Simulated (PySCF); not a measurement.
Start geometry of (OH)2Sn(OSiH2)2O (H6O5Si2Sn) from GFN2-xTB (Å):
```
atom  x, y, z in Å
Sn1   -1.299   -0.380   -0.474
O2    -2.223   -1.970   -0.343
O3    -2.539    0.905   -1.374
O4     0.371   -0.380   -1.455
Si5    1.781   -0.179   -0.912
O6     1.755    0.387    0.641
Si7    0.670    0.700    1.763
O8    -0.798    0.275    1.229
H9    -1.888   -2.495    0.440
H10   -2.026    1.608   -1.790
H11    2.416   -1.465   -0.831
H12    2.357    0.910   -1.679
H13    0.829   -0.116    2.877
H14    0.576    2.157    1.952
```

Q: What comes out of this run: PBE0-D3(BJ)/def2-SVP geometry optimisation, gas phase, def2 core potentials past Kr (PySCF 2.14.0)?

A: 
```
atom  x, y, z in Å
Sn1   -1.4135   -0.3317   -0.3312
O2    -2.2425   -2.0854   -0.0900
O3    -2.6941    0.9415   -1.0808
O4     0.1351   -0.3603   -1.5440
Si5    1.7274   -0.1019   -1.1449
O6     1.8054    0.4367    0.4234
Si7    0.8573    0.6910    1.7623
O8    -0.6949    0.2069    1.4200
H9    -2.1957   -2.3557    0.8366
H10   -2.3448    1.3290   -1.8941
H11    2.4926   -1.3732   -1.2546
H12    2.2894    0.9422   -2.0427
H13    1.3810   -0.1244    2.8909
H14    0.8777    2.1415    2.0925
```

The energy falls by 27.1 kcal/mol over 14 energy and gradient evaluations, the largest force component goes from 0.0934 to 2.1e-04 Eh/bohr, and the atoms move by 0.223 Å rms after alignment. The bond that changes most is O4–Si5 (ends: oxygen bonded to Si and Sn; silicon bonded to 2 O and 2 H), which lengthens by 0.138 Å. Bonds longer at the end by more than 0.005 Å: 11 of 14; shorter: 2. Among the angles that change most is H11–Si5–H12, from 121.7° to 111.2°. Among the dihedrals that turn most is O8–Sn1–O2–H9, from -33° to 3°. Rotational constants go from 1624, 790.2, 660.5 to 1505, 754.4, 624.1 MHz. The orientation of the end geometry is arbitrary; only internal coordinates are fixed.

The run used 162 basis functions and 102 SCF cycles in all. The run took 4.0 min on one thread, Arm Neoverse V1 (aarch64), shared host with 32 logical CPUs at a one-minute load of 25, and the process peaked at 0.66 GiB of memory.

Whether it is a minimum is left open (no frequencies). The numbers are those of one conformer.
